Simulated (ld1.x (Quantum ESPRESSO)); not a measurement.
# Se: one change to a TM potential, before and after

```
Element                 : selenium (Se)
Generator               : ld1.x (Quantum ESPRESSO) 7.5
Type                    : norm-conserving Troullier–Martins (Kleinman–Bylander form)
Functional              : PBEsol
Relativity              : scalar-relativistic
Frozen core             : [Ar] 3d10
Valence charge          : 6
Reference configuration : 4s2 4p4
Partial waves           : 4s (bound): rc 1.40 bohr; 4d channel at 0.05 Ry: rc 1.35 bohr; 4p (bound): rc 1.35 bohr
Local potential         : the p channel
Core correction         : a·sin(br)/r model core inside 1.40 bohr
```

Change: all radii but the core radius scaled by about 0.92 (s 1.30, p 1.24, d 1.24 bohr).

Cutoffs: the cutoffs (Ry, on a coarse ladder) from which the occupation-weighted sum of valence levels, in a spherical-Bessel basis at the reference potential, stays within 10 and 1 mRy of its value at 400 Ry; they do not see the model core or the augmentation charge, which bear on the density cutoff. Errors are all-electron minus pseudo energies relative to the spin-unpolarised reference configuration.

Problem. Predict the effect on cutoff, ghosts and configuration errors.

Solution. The potential gets harder (55 Ry and 110 Ry → 80 Ry and 160 Ry); both files keep a bound ghost (d, s); of the 7 tests that both files solve, the error grows in 0 and shrinks in 4 by more than 15 % and 0.3 meV (median size 9.6 → 2.0 meV). A smaller radius makes the pseudo-wave follow the all-electron one further in, where it bends more sharply, so more plane waves are needed. Less of the atom is replaced, so other configurations are described better.

| quantity | base | changed |
| --- | --- | --- |
| cutoff, loose | 55 Ry | 80 Ry |
| cutoff, tight | 110 Ry | 160 Ry |
| loose cutoff by channel (10 mRy a level) | s 21 Ry, p 45 Ry | s 35 Ry, p 60 Ry |
| bound ghosts | s, d | s, d |
| error for 4s2 4p3, meV [ΔE 10.85 eV] | -1.9 | -0.7 |
| error for 4s2 4p2, meV [ΔE 31.22 eV] | -15 | -10 |
| error for 4s2 4p1, meV [ΔE 62.12 eV] | -71 | -62 |
| error for 4s2 4p0, meV [ΔE 104.33 eV] | -237 | -239 |
| error for 4s2 4p3.5, meV [ΔE 4.31 eV] | -0.5 | -0.3 |
| error for 4s1 4p5, meV [ΔE 10.89 eV] | -3.4 | -1.6 |
| error for 4s0 4p6, meV [ΔE 21.98 eV] | -9.6 | -2.0 |

 A true bound ghost makes a file unfit for plane-wave use even where its test errors are small: the radial tests pick states by their node count and pass the ghost by.
